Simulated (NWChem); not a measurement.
System: SiHOBr, singlet; SMILES [Si](O)Br

The following NWChem deck was run.

```
start job
memory heap 200 mb stack 900 mb global 1100 mb
geometry units angstroms noautosym nocenter noautoz
  Si     0.609684     1.166997     0.000000
  Br     0.021397    -1.035651     0.000000
  O     -0.931886     1.852291     0.000000
  H     -0.903451     2.829645     0.000000
end
basis spherical
  * library cc-pvtz
end
dft
  xc b3lyp
  iterations 150
end
property
  efieldgrad
end
task dft property
```

Low-valent species are run as closed-shell singlets; no triplet was tried in these runs. Geometry: optimised at PBE-D3(BJ)/def2-SVP. B3LYP is NWChem's, with the RPA form of VWN correlation.

Vzz is the largest principal value of the second derivative of the potential at the nucleus (NWChem prints the opposite sign); η is the asymmetry. Non-relativistic.

Atoms are numbered as in the input.

Problem. Predict the main results of this run. (B3LYP/cc-pVTZ.) Quantities: Vzz Br2 (a.u.); η Br2; Vzz O3 (a.u.); η O3.

Solution. 
| Item | Result |
|---|---|
| Vzz Br2 (a.u.) | 2.807 |
| η Br2 | 0.61 |
| Vzz O3 (a.u.) | 1.282 |
| η O3 | 0.04 |
